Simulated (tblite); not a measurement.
C₇H₆F₄O.
Geometry (GFN2-xTB, Å), atoms numbered from 1 in this order:
```
atom  x, y, z in Å
C1     2.6269   -0.1952    0.7422
C2     1.3264   -0.1446    1.0169
C3     0.3056    0.1808    0.0342
C4     0.6915    1.1212   -1.0591
C5    -0.9547   -0.3334    0.1287
C6    -1.3576   -1.1854    1.2468
O7    -0.6803   -1.8429    1.9654
F8    -2.6947   -1.1369    1.4776
C9    -1.9933   -0.0014   -0.9172
F10   -3.0556   -0.8027   -0.9068
F11   -1.4916   -0.0959   -2.1654
F12   -2.4547    1.2602   -0.8032
H13    3.0220   -0.0239   -0.2455
H14    3.3417   -0.4571    1.5024
H15    0.9845   -0.4018    2.0090
H16   -0.1184    1.8018   -1.3096
H17    0.9345    0.5586   -1.9610
H18    1.5591    1.7051   -0.7672
```

Method: GFN2-xTB as coded in tblite; computed harmonic values from a numerical Hessian at the method's own geometry, unscaled. Against measured fundamentals such values can be off by several per cent, at times by over 20. One conformer, not necessarily the lowest.

Harmonic wavenumbers (cm⁻¹): 41.7, 56.6, 82.7, 90.8, 163.4, 188.3, 196.9, 214.2, 287.2, 315.2, 351.9, 379.0, 383.8, 389.5, 460.6, 495.4, 552.1, 592.5, 638.2, 670.0, 716.2, 718.4, 898.4, 909.6, 948.0, 982.5, 995.6, 1021.4, 1026.8, 1052.1, 1056.6, 1166.5, 1215.4, 1283.5, 1297.1, 1382.6, 1398.5, 1449.8, 1487.0, 1570.2, 1650.0, 1807.5, 3005.2, 3051.7, 3065.7, 3079.5, 3108.3, 3142.2.

A = 1220, B = 832.6, C = 553.6 MHz; mass 182.035 u (most abundant isotopes); point group C1, symmetry number 1.

**Question.** What is the zero-point energy?

**Answer.** Half the sum of the wavenumbers: 25518 cm⁻¹ = 72.96 kcal/mol.

**Question.** What is S at 350 K and 1 bar for an ideal gas of classical rigid rotors and harmonic oscillators?

**Answer.** Translation 42.33, rotation 31.20, vibration 44.52: S = 118.1 cal/(mol K).

**Question.** And Cp and H(350 K) − H(0)?

**Answer.** Cp = 50.82 cal/(mol K), of which vibrations give 42.87 (their classical limit is 48 R = 95.4); H(350 K) − H(0) = 10.79 kcal/mol without the zero-point energy, 8.01 from vibrations.

**Question.** Blend soft modes into free rotors: weight 1/[1 + (100 cm⁻¹/ν̃)⁴] for the oscillator and the rest for a rotor with moment μB/(μ + B), μ = h/(8π²ν), B = 10⁻⁴⁴ kg m². What vibrational entropy results?

**Answer.** 40.59 cal/(mol K) in place of 44.52, which changes −T·S at 350 K by +1.38 kcal/mol.

**Question.** What must be added to the electronic energy to get the Gibbs energy at 350 K and 1 bar?

**Answer.** ZPE + [H(350 K) − H(0)] − T·S = 72.96 + 10.79 − 41.32 = 42.43 kcal/mol.

Hindered rotation and anharmonicity are outside this model. Other conformers, if any are populated, would add a mixing term that is left out. The structure is chiral; the term R ln 2 for an equal mix with its mirror image is left out.
